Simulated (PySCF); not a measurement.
**Shifts of the heteroatoms**

Molfile (atoms numbered from 1):
```
C6H6BrN
     RDKit          3D

 14 14  0  0  0  0  0  0  0  0999 V2000
   -2.6950    0.1824    0.1285 N   0  0  0  0  0  0  0  0  0  0  0  0
   -1.3277    0.0354    0.0512 C   0  0  0  0  0  0  0  0  0  0  0  0
   -0.7534   -1.1404   -0.4626 C   0  0  0  0  0  0  0  0  0  0  0  0
    0.6256   -1.3093   -0.4983 C   0  0  0  0  0  0  0  0  0  0  0  0
    1.4633   -0.3035   -0.0200 C   0  0  0  0  0  0  0  0  0  0  0  0
    3.3385   -0.5298   -0.0693 Br  0  0  0  0  0  0  0  0  0  0  0  0
    0.9162    0.8708    0.4932 C   0  0  0  0  0  0  0  0  0  0  0  0
   -0.4633    1.0366    0.5275 C   0  0  0  0  0  0  0  0  0  0  0  0
   -3.2540   -0.4053   -0.4746 H   0  0  0  0  0  0  0  0  0  0  0  0
   -3.0501    1.1239    0.2228 H   0  0  0  0  0  0  0  0  0  0  0  0
   -1.4011   -1.9375   -0.8372 H   0  0  0  0  0  0  0  0  0  0  0  0
    1.0523   -2.2292   -0.9021 H   0  0  0  0  0  0  0  0  0  0  0  0
    1.5704    1.6606    0.8666 H   0  0  0  0  0  0  0  0  0  0  0  0
   -0.8819    1.9606    0.9352 H   0  0  0  0  0  0  0  0  0  0  0  0
  1  2  1  0
  2  3  1  0
  3  4  2  0
  4  5  1  0
  5  6  1  0
  5  7  2  0
  7  8  1  0
  8  2  2  0
  1  9  1  0
  1 10  1  0
  3 11  1  0
  4 12  1  0
  7 13  1  0
  8 14  1  0
M  END
```

- PBE0-D3(BJ)/def2-SVP geometry
- J: B3LYP/pcJ-1 (pcSseg-1 on Br) (spin–dipole term only in couplings to heteroatoms)
- shielding tensors at PBE0/pcSseg-1 (GIAO)
- program: PySCF 2.14.0 with density-fitted response routines
- one averaged value for each set of equivalent atoms, one conformer, relativity neglected, no solvent

Where does 15N resonate?

Answers


```
atoms            environment  σ (ppm)  δ (ppm)
   N1  aniline-type nitrogen    190.1   -324.5
```

Shieldings were converted by a linear fit to measured shifts: 15N: δ = -150.45 − 0.916σ (rms 7.2 ppm, 79 shifts vs CH3NO2, solution or neat liquid). Occasional misses reach two or three times the rms, and more in compound classes unlike the fitted ones. Couplings are scaled by factors fitted to measured values: 3J(H,H) × 0.91 (rms 0.4 Hz, 0.5 with 2 outliers); all others are unscaled and can be 10–30 % off.

Couplings (the largest are listed; each averaged over equivalent pairs): 1J(N1,C2) = -15.0 Hz, 2J(N1,C3) = -3.6 Hz, 3J(N1,H11) = -2.2 Hz, 3J(N1,C4) = -1.3 Hz. Signs are for 15N, whose magnetogyric ratio is negative.

On a 400 MHz spectrometer 15N resonates near 40.5 MHz, so 1 ppm is 40.5 Hz.

Relativistic effects, spin–orbit coupling among them, are left out; they matter for Br and for the light atoms bonded to it.
